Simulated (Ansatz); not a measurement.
Reaction (atomization): `[BH2][AlH][SbH2]` → Al• + B• + 5 H• + Sb•

Isolated molecules relaxed with PBE0-D4/def2-TZVP in Ansatz; ΔE leaves out vibrations. CCSD(T)/CBS is the MP2 limit (def2-TZVPP, def2-QZVPP) plus CCSD(T) − MP2 in def2-TZVPP, frozen cores. This one scheme is used for every species, atoms too. DFT in def2-TZVPP. B3LYP here is the variant with VWN-RPA as its local correlation; programs differ in this. Open shells (•) are unrestricted, without spin–orbit coupling. Spin–orbit coupling would lower the free atoms: a little for Al, B. Elements past krypton have def2 core potentials. Bonds to Sb are less sure, by a few kJ/mol each and by 10 to 20 or more in all where they break to atoms, as the def2 sets lack core-valence functions.

```csv
level,ΔE (kcal/mol)
r2SCAN0-D4,474.0
B3LYP,475.7
CAM-B3LYP,477.6
CCSD/def2-TZVPP,458.5
```

(1) What does CCSD(T)/CBS give? (An estimate is asked.)

Largest T1 diagnostic among the species: 0.018.

## Answers

(1) The calculation gave: +477.5 kcal/mol. The listed levels differ from it by -3.5, -1.8, 0.1, -19.0 kcal/mol.

From r2SCAN to r2SCAN0 (25 % exact exchange), in def2-TZVPP and without D4, ΔE moves by −5.2 kcal/mol: exact exchange takes away binding that semilocal exchange gives to molecules. Leaving LDA and LC-ωPBE aside and taking each functional with its dispersion term where it has one, the values, not all of them listed here, spread over 20.4 kcal/mol, from revPBE-D4 to B97M-V. LDA lies +62.9 kcal/mol from PBE without D4, its usual overbinding. The D4 term adds +5.8 kcal/mol with B3LYP and +3.1 kcal/mol with PBE0; it sums over pairs of atoms, weighted by their polarisabilities, and B3LYP, whose exchange is more repulsive, gets the larger term.

For atomizations the MP2-based limit and the directly extrapolated one differ by several kJ/mol either way, and by 10 to 25 for some Ge, Se and Sn compounds, so smaller differences from it don't rank the levels.
